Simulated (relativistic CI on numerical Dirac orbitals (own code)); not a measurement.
Calculated at this level of theory: Dirac-Coulomb-Breit CI, KLI orbitals optimised for each configuration, model QED, unscaled Slater integrals (own radial code, finite nucleus).

The strongest absorption lines from the ground level of an ion, among the configurations computed and to levels below about 1450 eV (vacuum wavelength in nm, gf): 1.2924 (0.074), 1.3084 (0.056), 1.8260 (0.19), 1.8858 (0.17), 10.249 (0.95), 16.675 (0.28).

Which ion is it?
A. Gd³⁵⁺
B. Gd³⁷⁺
C. Ce²⁹⁺
D. Gd³³⁺

A. Gd³⁵⁺ has 29 electrons and the ground level 3d¹⁰4s ²S1/2; the strongest line goes to 3d¹⁰4p ²P°3/2. The pattern of lines fixes the number of electrons, and along that sequence the line energies rise steadily with the charge (about as its square where n changes within one kind of shell, about linearly where n is kept but much faster in heavy ions where fine structure, which grows about as Z⁴, sets the gap, and irregularly where shells cross), which fixes Z. Configurations outside the model, such as inner-shell arrays, can give stronger lines. At this charge energies of transitions that change n are usually good to better than 1 %, and those within a shell (Δn = 0) to a few per cent.

LS names give the leading component of a level, which can be under half, so a name can repeat, a term be missing and a line seem to break the LS rules.
